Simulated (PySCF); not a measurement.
Species: [InBr4]- (charge -1).
Bonds: In1–Br2, In1–Br3, In1–Br4, In1–Br5.

Method: PySCF, PBE0-D3(BJ)/def2-SVP geometry optimisation, gas phase, def2 core potentials past Kr; density fitting, grid level 1; the optimiser is geomeTRIC in internal coordinates, started from a GFN2-xTB structure with every atom displaced at random (about 0.03 Å).

Step 0: E = -285302.3157 eV
```
atom  x, y, z in Å  |  force x, y, z in eV/Å
In1     0.0615   -0.0764    0.0133   -1.181   0.426   0.025
Br2    -0.0064   -0.0305    2.5423    0.025  -0.033   0.128
Br3     2.3375    0.0035   -0.8862    0.909  -0.099  -0.229
Br4    -1.1103    2.0900   -0.8421    0.151  -0.332   0.095
Br5    -1.2074   -2.0970   -0.8894    0.096   0.038  -0.019
```

Task: Estimate the geometry and energy of step 1. (The exact step hangs on the optimiser's Hessian estimate; all steps are aligned on step 0, rigid shifts and turns removed.)

Result: E = -285302.3833 eV, largest force 0.178 eV/Å
```
atom  x, y, z in Å  |  force x, y, z in eV/Å
In1     0.0274   -0.0492    0.0085   -0.080   0.155  -0.037
Br2    -0.0082   -0.0300    2.5534    0.033  -0.034  -0.008
Br3     2.4003   -0.0177   -0.8992   -0.074  -0.061   0.113
Br4    -1.1346    2.0655   -0.8328    0.041  -0.060  -0.024
Br5    -1.2101   -2.0791   -0.8921    0.080   0.001  -0.044
```

The energy changes by -0.0676 eV. The first-order estimate −F·Δx gives -0.1211 eV and the mean of the old and new forces, exact on a quadratic surface, -0.0617 eV. The step makes an angle of 35° with the force vector and moves no atom by more than 0.068 Å.

The cost below is that of the whole optimisation. Time: 3.2 min of wall time; peak memory 0.87 GiB. Hardware: one thread of an Arm Neoverse V2 (shared host).
